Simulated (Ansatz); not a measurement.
Reaction (germylene formation by 1,1-elimination): `[OH][Ge]([F])([F])[SiH3]` → `[OH][Ge][F]` + `F[SiH3]`

Calculated with Ansatz (gas phase, PBE0-D4/def2-TZVP geometries, no zero-point term in ΔE). CCSD(T)/CBS is the MP2 limit (def2-TZVPP, def2-QZVPP) plus CCSD(T) − MP2 in def2-TZVPP, frozen cores. This one scheme is used for every species. Functionals use def2-TZVPP. For Ge outer-core shells are correlated without core-valence functions, which leaves a few kJ/mol of doubt a bond. Scalar relativity is left out up to krypton. One conformer a species, not always the lowest.

| level | ΔE (kcal/mol) |
| --- | --- |
| PBE0 | 1.6 |
| BHLYP | -3.5 |

Question: What does CCSD(T)/CBS give? (Best estimate.)

Answer: Ansatz gave: -1.1 kcal/mol. The listed levels differ from it by 2.7, -2.4 kcal/mol.

Largest T1 diagnostic among the species: 0.015.

From BLYP to BHLYP (50 % exact exchange), in def2-TZVPP and without D4, ΔE moves by +7.8 kcal/mol. The D4 term adds +3.2 kcal/mol with B3LYP and +1.8 kcal/mol with PBE0; it sums over pairs of atoms, weighted by their polarisabilities, and B3LYP, whose exchange is more repulsive, gets the larger term.

B3LYP here is the variant with VWN-RPA as its local correlation; programs differ in this.

CCSD(T)/CBS has its own doubt, a few kJ/mol and more with outer-core shells, so smaller differences from it don't rank the levels.
